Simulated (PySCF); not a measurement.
Geometries of 2 isomers of CH3FO2Si, from PBE0-D3(BJ)/def2-SVP geometry optimisation, gas phase (PySCF 2.14.0). One conformer each, no zero-point energy, no frequencies.

Question: Which is lower in electronic energy at this level?
A.
```xyz
8
angstrom
O      1.443   -1.042   -0.530
C      1.490    0.085   -0.117
O      0.413    0.779    0.232
Si    -1.082   -0.040    0.083
F     -2.138    1.059    0.610
H      2.422    0.670    0.016
H     -1.123   -1.204    0.993
H     -1.370   -0.326   -1.339
```
B.
```xyz
8
angstrom
O      1.264    1.309    0.238
C      0.785    0.223    0.025
O      1.509   -0.870   -0.212
Si    -1.120    0.041    0.024
F     -1.587   -1.482   -0.283
H      2.446   -0.607   -0.179
H     -1.645    0.934   -1.040
H     -1.594    0.428    1.376
```

Answer: A. That is `O=CO[SiH2]F`, 22.1 kcal/mol below the other.

```
       SMILES           atoms numbered as above      E (Eh)  relative (kcal/mol)  relative (kJ/mol)  dipole (D)
  O=CO[SiH2]F    [O:1]=[CH:2][O:3][SiH2:4][F:5]  -579.05861                  0.0                0.0        0.46
O=C(O)[SiH2]F  [O:1]=[C:2]([OH:3])[SiH2:4][F:5]  -579.02333                 22.1               92.6        0.56
```

As drawn, the lower has an Si–O bond, which the higher lacks; the higher has an O–H bond and an Si–C bond, which the lower lacks.
